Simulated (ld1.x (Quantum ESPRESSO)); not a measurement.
Plane-wave convergence, RRKJ potential for rhodium (Rh)

Rh, norm-conserving RRKJ (Kleinman–Bylander form), made with ld1.x (Quantum ESPRESSO) 7.5 (revPBE, scalar-relativistic). Core [Ar] 3d10, reference 4s2 4p6 4d6 5s0 5p0 (charge +3). Waves: 4p (bound): rc 1.50 bohr; 4d (bound): rc 1.30 bohr; 4s (bound): rc 1.15 bohr. Local part: the s channel. Core correction: Bessel-smoothed model core inside 0.65 bohr.

The pseudo-atom Hamiltonian at the reference potential is diagonalised in spherical Bessel functions j_l(qr) that vanish at 20 bohr, with q² up to the cutoff. All-electron valence levels (Ry): 4p -6.3221, 5p -1.6582, 4d -2.8987, 4s -8.7078, 5s -2.1703.

Task: How do the lowest levels (Ry) of each channel move with the cutoff, and are there ghosts?

Result:

```tsv
cutoff (Ry)	p #1	p #2	d #1	d #2	s #1	s #2	f #1	Σ f·Δε (mRy)
8	-4.8594	-1.3817	-1.7880	-0.7736	-7.8511	-2.0290	-0.6898	17154.1
15	-6.0630	-1.5972	-2.2687	-0.8841	-7.9092	-2.0680	-0.7031	6932.7
21	-6.2657	-1.6510	-2.5936	-0.9445	-8.1638	-2.0921	-0.7070	3257.6
30	-6.3111	-1.6752	-2.7878	-0.9782	-8.4604	-2.1409	-0.7099	1227.2
45	-6.3159	-1.6782	-2.8892	-0.9975	-8.6592	-2.1886	-0.7108	191.9
60	-6.3212	-1.6784	-2.8972	-0.9998	-8.6686	-2.1942	-0.7108	93.8
80	-6.3219	-1.6784	-2.8976	-0.9999	-8.6831	-2.1951	-0.7109	57.6
100	-6.3221	-1.6785	-2.8985	-1.0000	-8.7011	-2.1976	-0.7110	15.3
140	-6.3221	-1.6791	-2.8987	-1.0000	-8.7062	-2.1991	-0.7111	3.8
200	-6.3221	-1.6792	-2.8988	-1.0000	-8.7077	-2.1992	-0.7111	0.4
260	-6.3221	-1.6793	-2.8988	-1.0000	-8.7078	-2.1993	-0.7111	0.2
400	-6.3221	-1.6793	-2.8988	-1.0000	-8.7079	-2.1993	-0.7111	0.0
```

Result: no extra level below or beside the all-electron valence levels (p, d, s, f tested); 10 mRy is reached at 110 Ry and 1 mRy at 200 Ry.

Its largest configuration-test error is +358 meV.
